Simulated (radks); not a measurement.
The numbers below are computed, except where a source is named.
Q: Ionisation of neutral tantalum, [Xe] 4f14 5d3 6s2, to [Xe] 4f14 5d3 6s1 as the strength of local exchange is varied. Level of theory: scalar-relativistic Kohn-Sham, Slater X-alpha exchange (alpha = 2/3 is LDA exchange), no correlation, spin-unpolarised, spherical densities, finite nucleus; Fermi nuclear charge, rms radius 5.3507 fm (a radial shooting solver on a logarithmic mesh with Libxc functionals).

| alpha | E(Ta) (hartree) | exchange (hartree) | IE (eV) | -e of the level emptied (eV) | <r> of it (bohr) |
|---|---|---|---|---|---|
| 0.586 | -15549.3552 | -261.5048 | 7.252 | 4.280 (6s) | 3.395 |
| 0.667 | -15585.7213 | -298.4120 | 7.720 | 4.688 (6s) | 3.337 |
| 0.748 | -15622.1802 | -335.5021 | 8.209 | 5.123 (6s) | 3.279 |
| 0.812 | -15651.0527 | -364.9371 | 8.608 | 5.484 (6s) | 3.234 |
| 0.876 | -15679.9829 | -394.4858 | 9.018 | 5.859 (6s) | 3.189 |
| ? | -15716.6803 | -432.0462 | 9.553 | 6.353 (6s) | 3.133 |

Which alpha was used in the last row?

A: alpha = 0.957. NIST Atomic Spectra Database: 7.550 eV (measured). The Delta-SCF value meets it near alpha = 0.64. Spin polarisation and multiplet splitting are left out, so open shells lie too high by an amount that depends on their filling. Spin-orbit splitting is averaged out at the scalar-relativistic level.

Beside tabulated values, note that spin-unpolarised runs miss the spin-polarisation part of the exchange energy of open shells.
